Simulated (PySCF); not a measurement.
From one molecule to another.

First species: C₇H₁₆N₂.
Geometry (GFN2-xTB, Å), atoms numbered from 1 in this order:
```xyz
25
C7H16N2 angstrom
C      3.410   -0.240    0.256
C      2.322   -0.278   -0.490
C      1.037   -0.930   -0.081
N     -0.101   -0.051   -0.308
N     -0.221    0.991    0.637
C      0.459    2.204    0.229
C     -1.379   -0.738   -0.486
C     -1.905   -1.414    0.786
C     -2.396    0.268   -1.016
H      3.439   -0.678    1.242
H      4.321    0.224   -0.083
H      2.305    0.165   -1.476
H      1.107   -1.257    0.973
H      0.894   -1.821   -0.702
H      0.106    0.697    1.561
H      0.089    2.481   -0.757
H      1.551    2.112    0.181
H      0.201    2.989    0.939
H     -1.209   -1.504   -1.252
H     -2.844   -1.921    0.575
H     -2.079   -0.668    1.557
H     -1.196   -2.151    1.158
H     -2.030    0.714   -1.936
H     -3.345   -0.224   -1.215
H     -2.546    1.054   -0.283
```

Second species: C7H8FNO.
InChI=1S/C7H8FNO/c1-5-6(3-9)4-10-7(5)2-8/h7H,2,4H2,1H3/t7-/m1/s1

Levels: PBE0/pcSseg-1 for dipole moment, HOMO energy, LUMO energy and HOMO–LUMO gap; GFN2-xTB for rotational constant A and rotational constant C. Geometries: GFN2-xTB. All species are isolated and taken at one optimised geometry, non-relativistic unless stated; the electronic structure was computed with PySCF and density fitting.

The conformers computed, where there is a choice (atom-mapped SMILES and torsion angles):
- `[CH2:1]=[CH:2][CH2:3][N:4]([NH:5][CH3:6])[CH:7]([CH3:8])[CH3:9]`: C1–C2–C3–N4 132°, C2–C3–N4–N5 -75°, C3–N4–N5–C6 92°, C3–N4–C7–C8 69°
- `[CH3:1][C:2]1=[C:3]([C:4]#[N:5])[CH2:6][O:7][C@@H:8]1[CH2:9][F:10]`: O7–C8–C9–F10 -75°

Values for the first species:

```
Dipole moment         : 1.01 D
HOMO energy           : -6.18 eV
LUMO energy           : 0.30 eV
HOMO–LUMO gap         : 6.48 eV
Rotational constant A : 2.469 GHz
Rotational constant C : 0.860 GHz
```

(1) Estimate the same properties for the second species, and the change in each.

Answers

(1) 
```tsv
property	first	second	second less first
dipole moment	1.01 D	4.45 D	+3.44 D
HOMO energy	-6.18 eV	-7.46 eV	-1.28 eV
LUMO energy	0.30 eV	-1.40 eV	-1.70 eV
HOMO–LUMO gap	6.48 eV	6.06 eV	-0.42 eV
rotational constant A	2.469 GHz	2.105 GHz	-0.364 GHz
rotational constant C	0.860 GHz	0.874 GHz	+0.014 GHz
```

On the first: A dipole of 1.01 D is allowed in C1, and pure rotational transitions are dipole-allowed. In atomic units the dipole is 0.40 e·bohr (1 au = 2.5417 D).

On the second: A dipole of 4.45 D is allowed in C1, and pure rotational transitions are dipole-allowed. In atomic units the dipole is 1.75 e·bohr (1 au = 2.5417 D).
